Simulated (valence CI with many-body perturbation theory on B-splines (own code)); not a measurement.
Pm⁴⁷⁺: key properties

Method: configuration interaction combined with many-body perturbation theory (CI+MBPT): four valence electrons over a frozen Dirac-Fock core [Ne], radial functions for each j: 9 s, 9 p, 8 d, 6 f, 3 g, 1 h, with the one-electron correlation potential Σ1 (screened to all orders), the two-electron term Σ2, the three-electron term Σ3, Breit, model QED; selected single and double excitations, second order for the rest, scaled by the run's own slope (own B-spline code, finite nucleus).

No measured spectrum was set against this ion. As an estimate, large intervals hold to a few tenths of a per cent, small ones and those within an open d or f shell to about a per cent.

Levels are named by their leading jj configuration (3d3/2^4 stands for four electrons in 3d with j = 3/2), which in mixed levels can hold well under half, so a name can repeat and another be missing.

Rates and lifetimes use the calculated energies. Strong lines usually hold to 10 to 20 %, long lifetimes can be off by a factor of two.

(1) What is the ground level?

(2) Among levels below 575.68 eV, which E1 lines absorb most strongly from the ground level?

(3) How well does LS coupling describe the low levels?

(4) Where does the other parity begin?

(5) What is the ionisation energy?

Results:

(1) (3s^2 3p1/2^2) J=0, composition 70 % 3s2.3p2 3P + 29 % 3s2.3p2 1S.

(2) to (3s^2 3p1/2 3d3/2) J=1 at 3.651 nm, f = 0.702; to (3s 3p1/2^2 3p3/2) J=1 at 4.402 nm, f = 0.160; to (3s 3p1/2 3p3/2^2) J=1 at 2.926 nm, f = 0.00104.

(3) Among the lowest 20 levels the leading LS term, summed over configurations, holds 59 % on average. For single configurations the figures are 56 % in LS and 91 % in jj coupling. Terms mix most in the J = 2 level at 439.06 eV, where the leading one holds 28 %.

(4) At (3s 3p1/2^2 3p3/2) J=2, 258.82 eV.

(5) 4058.6 eV; NIST lists 4056 ± 4 eV (theoretical).
